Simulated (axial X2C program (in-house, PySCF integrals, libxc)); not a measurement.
ClPrCl: the levels of the configuration f2 s1 d(πδ)0

Calculated with an in-house all-electron X2C program for linear molecules (integrals from PySCF): two-component X2C with atomic mean-field Coulomb and Gaunt terms, basis Cl dyall-av3z, Pr dyall-v3z (cores contracted in-house). Orbitals come from Hartree–Fock averaged over the configuration Pr f2 s1 d(πδ)0; CI then distributes these electrons over the f, s, d(πδ) shells of Pr.

Cl–Pr–Cl held linear, both bonds 2.624 Å (near the minimum of the configuration average).

Lowest levels of this model:

| Ω | energy (cm⁻¹) | g∥ | configuration |
| --- | --- | --- | --- |
| 11/2 | 0 | 8.20 | 100% f2 d(πδ)1 |
| 7/2 | 478 | 4.33 | 94% f2 s1 + 6% f2 d(πδ)1 |
| 9/2 | 625 | 8.26 | 96% f2 s1 |
| 9/2 | 978 | 6.41 | 99% f2 d(πδ)1 |
| 5/2 | 1150 | 2.59 | 88% f2 s1 + 12% f2 d(πδ)1 |
| 13/2 | 1529 | 12.23 | 100% f2 d(πδ)1 |
| 3/2 | 1757 | 1.42 | 91% f2 s1 + 9% f2 d(πδ)1 |
| 7/2 | 1777 | 6.54 | 93% f2 s1 + 7% f2 d(πδ)1 |
| 1/2 | 1913 | 0.56 | 97% f2 s1 |
| 7/2 | 1999 | 4.85 | 92% f2 d(πδ)1 + 8% f2 s1 |
| 1/2 | 2034 | 0.99 | 70% f2 s1 + 29% f2 d(πδ)1 |
| 3/2 | 2132 | 3.18 | 68% f2 s1 + 32% f2 d(πδ)1 |
| 5/2 | 2220 | 5.04 | 76% f2 s1 + 24% f2 d(πδ)1 |
| 11/2 | 2353 | 10.99 | 71% f2 d(πδ)1 + 29% f2 s1 |
| 9/2 | 2474 | 8.21 | 81% f2 s1 + 19% f2 d(πδ)1 |
| 11/2 | 2544 | 11.58 | 67% f2 s1 + 33% f2 d(πδ)1 |
| 5/2 | 2637 | 3.46 | 73% f2 d(πδ)1 + 27% f2 s1 |
| 3/2 | 3134 | 1.90 | 70% f2 d(πδ)1 + 30% f2 s1 |
| 15/2 | 3144 | 16.17 | 100% f2 d(πδ)1 |
| 9/2 | 3174 | 9.65 | 64% f2 s1 + 36% f2 d(πδ)1 |
| 1/2 | 3312 | 0.62 | 63% f2 d(πδ)1 + 37% f2 s1 |
| 7/2 | 3598 | 6.34 | 51% f2 d(πδ)1 + 49% f2 s1 |
| 3/2 | 3723 | 2.47 | 63% f2 s1 + 37% f2 d(πδ)1 |
| 5/2 | 3816 | 4.88 | 68% f2 s1 + 32% f2 d(πδ)1 |
| 1/2 | 3839 | 0.26 | 64% f2 s1 + 36% f2 d(πδ)1 |
| 13/2 | 3887 | 14.27 | 95% f2 d(πδ)1 + 5% f2 s1 |
| 11/2 | 4341 | 12.00 | 50% f2 d(πδ)1 + 50% f2 s1 |
| 13/2 | 4510 | 15.83 | 91% f2 s1 + 9% f2 d(πδ)1 |
| 17/2 | 4843 | 20.00 | 100% f2 d(πδ)1 |
| 15/2 | 5505 | 17.82 | 100% f2 d(πδ)1 |

g∥ is the magnitude of 2⟨Lz + ge Sz⟩ for the +Ω component.

Q: From Ω and g∥ of the lowest level, whose 2⟨Lz + ge Sz⟩ is positive, find ⟨Sz⟩ and ⟨Lz⟩ (ge = 2.0023).

A: Ω = ⟨Lz⟩ + ⟨Sz⟩ = 11/2 and ⟨Lz⟩ + ge⟨Sz⟩ = 4.100, so ⟨Sz⟩ = -1.40 and ⟨Lz⟩ = 6.90.

Occupations of the active spinors in the lowest level by ω, shell by shell in order of energy: -7/2: 0.00; -5/2: 0.00 0.00 0.00; -3/2: 0.00 0.00 0.00 0.00; -1/2: 0.00 0.00 0.00 0.00; 1/2: 0.02 0.00 0.00 0.00; 3/2: 0.96 0.02 0.99 0.00; 5/2: 0.97 0.02 0.01; 7/2: 0.01. The leading determinant has weight 0.94 among 58.

This point took 3.1 s on 1 thread of Intel(R) Xeon(R) 6975P-C (Granite Rapids), with other jobs on the host.

There is no dynamic correlation: spin–orbit spacings and, for f shells, spacings inside one term are the most reliable numbers, splittings between terms come out too wide, and energies between configurations are not reliable, so the lowest level need not be the ground state of the molecule. The lowest levels belong to f2 d(πδ)1, not to the averaged configuration, so orbitals and distance suit them less well. At most 4 roots were kept for each Ω > 0 (twice that for Ω = 0) within 2.2 eV of the lowest, so higher up levels can be missing between those listed; levels with Ω > 0 are doubly degenerate and listed once, Ω = 0 levels singly. States that fill the shells left empty in the average are placed too high. The molecule was held linear; bending was not examined.
